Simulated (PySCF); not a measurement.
# Electron correlation in Te (tellurium, neutral)

[Kr] 4d10 5s2 5p4, high-spin 3P determinant. Calculation: PySCF 2.14, in aug-cc-pVQZ-PP with ECP28MDF (7s7p5d3f2g, 92 functions); scalar relativity through the core potential. Frozen: 4s2 4p6 4d10; 6 electrons correlated.

| level | correlation energy (mhartree) |
| --- | --- |
| CCSD | -112.11 |
| (T) | -4.17 |
| CCSD(T) | -116.28 |

Diagnostics: T1 = 0.0094, D1 = 0.0269, largest double amplitude 0.035.

Cost of the coupled-cluster step: of the order of 17 core-seconds, for 6 correlated electrons.

Iterations:

```
CC2 = 0
CCSD nocc = (np.int64(4), np.int64(2)), nmo = (83, 83)
frozen orbitals [[0, 1, 2, 3, 4, 5, 6, 7, 8], [0, 1, 2, 3, 4, 5, 6, 7, 8]]
max_cycle = 100
direct = 0
conv_tol = 1e-08
conv_tol_normt = 1e-06
diis_space = 8
diis_start_cycle = 0
Init t2, MP2 energy = -0.0961432356654833
Init E_corr(UCCSD) = -0.0961432356661193
cycle = 1  E_corr(UCCSD) = -0.108118273380011  dE = -0.0119750377  norm(t1,t2) = 0.0428745
cycle = 2  E_corr(UCCSD) = -0.110842374047254  dE = -0.00272410067  norm(t1,t2) = 0.0145478
cycle = 3  E_corr(UCCSD) = -0.112145451026131  dE = -0.00130307698  norm(t1,t2) = 0.0061611
cycle = 4  E_corr(UCCSD) = -0.112118121471641  dE = 2.73295545e-05  norm(t1,t2) = 0.000970769
cycle = 5  E_corr(UCCSD) = -0.112108271640513  dE = 9.84983113e-06  norm(t1,t2) = 0.000250561
cycle = 6  E_corr(UCCSD) = -0.11211063519061  dE = -2.3635501e-06  norm(t1,t2) = 9.73972e-05
cycle = 7  E_corr(UCCSD) = -0.112110916552344  dE = -2.81361734e-07  norm(t1,t2) = 2.88588e-05
cycle = 8  E_corr(UCCSD) = -0.112110858012697  dE = 5.85396471e-08  norm(t1,t2) = 9.39341e-06
cycle = 9  E_corr(UCCSD) = -0.112110847100731  dE = 1.0911966e-08  norm(t1,t2) = 3.14862e-06
cycle = 10  E_corr(UCCSD) = -0.112110834712276  dE = 1.23884557e-08  norm(t1,t2) = 6.80311e-07
cycle = 11  E_corr(UCCSD) = -0.112110833263081  dE = 1.44919451e-09  norm(t1,t2) = 1.94068e-07
UCCSD converged
E(UCCSD) = -267.1190147841183  E_corr = -0.1121108332630812
UCCSD(T) correction = -0.00416963719364564
```
